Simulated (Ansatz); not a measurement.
Two isomers of C2H8OSi2: A = `OC1C[SiH2][SiH2]1`, B = `C=C([SiH3])[SiH2]O`.

Gas-phase electronic energies from Ansatz, PBE0-D4/def2-TZVP geometries. CBS: MP2 limit from def2 TZ/QZ plus the TZ coupled-cluster correction, frozen cores. DFT in def2-TZVPP. B3LYP here is the variant with VWN-RPA as its local correlation; programs differ in this. One conformer a species, not always the lowest.

Question: Which is lower in electronic energy at CCSD(T)/CBS, and by how much? (Estimate.)

Answer: Ansatz gave: B, by 37.9 kcal/mol.

Question: Give E(B) − E(A) in kcal/mol with PBE0-D4, B3LYP-D4, CCSD(T)/def2-TZVPP, ωB97M-V, B3LYP, CCSD/def2-TZVPP, MP2/def2-TZVPP. (Best estimate.)

Answer: The calculation gave: PBE0-D4 -29.5, B3LYP-D4 -38.9, CCSD(T)/def2-TZVPP -37.9, ωB97M-V -36.3, B3LYP -39.1, CCSD/def2-TZVPP -38.7, MP2/def2-TZVPP -38.8. None reverses the order clearly.

Largest T1 diagnostic: 0.012.

In def2-TZVPP, CCSD(T) changes the Hartree–Fock value by +9.9 kcal/mol (the triples alone add +0.8 kcal/mol) and MP2 by +9.0 kcal/mol. From PBE to PBE0 (25 % exact exchange), in def2-TZVPP and without D4, E(B) − E(A) moves by −0.9 kcal/mol.
